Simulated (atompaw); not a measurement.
## iron (Fe): one change to a PAW (atompaw) potential, before and after

atompaw 4.2.0.5 input, output lines left out:

```
Fe 26
GGA-PBE scalarrelativistic loggrid 1500 logderivrange -10 5 376
4 4 3 0 0 0
4 0 0
4 1 0
3 2 6
0 0 0
c
c
v
v
c
v
v
v
2
1.65 1.65 1.50 1.30
n
n
y
-1
n
custom rrkj gramschmidtortho sinc
bessel
1.25
1.65
1.10
1.35
1.65
1.65
```

All-electron outer shells of the reference configuration (PBE, scalar-relativistic, ld1.x):

```csv
shell,level (eV),outermost node (bohr),outermost maximum (bohr)
2p,-716.69,–,0.18
3s,-112.47,0.33,0.70
3p,-78.51,0.30,0.72
3d,-25.72,–,0.71
4s,-20.20,1.00,2.18
4p,-14.30,1.08,2.60
```

Change: wave 3d channel at -1 Ry: rc 1.65 bohr becomes 3d channel at -0.13 Ry: rc 1.65 bohr.

Cutoffs: the cutoffs (Ry, on a coarse ladder) from which the occupation-weighted sum of valence levels, in a spherical-Bessel basis at the reference potential, stays within 10 and 1 mRy of its value at 400 Ry; they do not see the model core or the augmentation charge, which bear on the density cutoff.

What does the change do?

The potential gets neither clearly harder nor softer (70 Ry and 120 Ry → 70 Ry and 120 Ry); the p channel sets the loose cutoff, while the largest relative change is in d, which becomes softer; neither file shows a bound ghost.

| quantity | base | changed |
| --- | --- | --- |
| cutoff, loose | 70 Ry | 70 Ry |
| cutoff, tight | 120 Ry | 120 Ry |
| loose cutoff by channel (10 mRy a level) | s 30 Ry, p 55 Ry, d 35 Ry | s 30 Ry, p 55 Ry, d 30 Ry |
| bound ghosts | none | none |
| s: phases at 1.66 bohr within 0.05 rad from the reference energy up to (Ry; the scan ends near 5) | to the end of the scan | to the end of the scan |
| p: phases at 1.66 bohr within 0.05 rad from the reference energy up to (Ry; the scan ends near 5) | to the end of the scan | to the end of the scan |
| d: phases at 1.66 bohr within 0.05 rad from the reference energy up to (Ry; the scan ends near 5) | 3.2 | 3.8 |
| lowest overlap eigenvalue by channel | s 0.10, p 0.16, d 1.00 | s 0.10, p 0.16, d 0.27 |

 The cutoffs see the waves, projectors and local potential, not the compensation charge or the core.
